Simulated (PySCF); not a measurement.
How methods differ on the fine-structure interval of Ge¹⁵⁺

Ge¹⁵⁺ [Ne] 3s2 3p5 [3p1/2^2 3p3/2^3, M_J = 3/2] → Ge¹⁵⁺ [Ne] 3s2 3p5 [3p1/2^1 3p3/2^4, M_J = 1/2], as a difference of total energies. Calculation: PySCF 2.14, in an even-tempered Gaussian basis (19 s from 1.3 bohr⁻², ratio 2.4; 14 p from 1.7 bohr⁻², ratio 2.4; 5 d from 8.9 bohr⁻², ratio 2.6; 4 f from 13 bohr⁻², ratio 2.6); the two-component X2C-1e Hamiltonian. Correlated levels: 1s2 frozen; the 56 highest virtual spinors dropped. "Screened" scales the spin-orbit matrix elements by Boettger's factors to mimic the two-electron term; Breit and QED terms are absent.

```csv
method,fine-structure interval (cm⁻¹)
GHF (screened spin-orbit),48900
GMP2 (screened spin-orbit),50138
GHF (bare spin-orbit),52285
```
